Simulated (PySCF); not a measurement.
**Energy of Os⁺ (osmium, charge +1) between two integer charges**

The 6s alpha orbital of [Xe] 4f14 5d6 6s1 is emptied in steps (occupation f), with all orbitals relaxed, ending at [Xe] 4f14 5d6. All numbers are calculated (PySCF 2.14, a scalar-relativistic core potential, in def2-TZVP with the def2 core potential (60 electrons) (6s4p3d1f, 40 functions)). The exact energy is a straight line in f; departures are measured from the line between the end points of the same method.

```
   f  UHF (eV)
   1     0.000
0.75     0.055
 0.5     0.071
0.25     0.052
   0     0.000
```

Q: For UHF, how does the orbital energy at f = 1 compare with the removal energy?

A: −ε = 16.303 eV against a total-energy difference of 16.005 eV. By Janak's theorem ε = ∂E/∂f, so the gap between them reflects the curvature. Along the path −ε is 16.145 (f = 0.75), 15.998 (f = 0.5), 15.861 (f = 0.25) eV.

Reference removal energy between the ground levels: 17 ± 1 eV (semi-empirical (NIST evaluation); NIST Atomic Spectra Database, ionization energies). The calculation has no spin-orbit coupling. UHF lacks correlation.
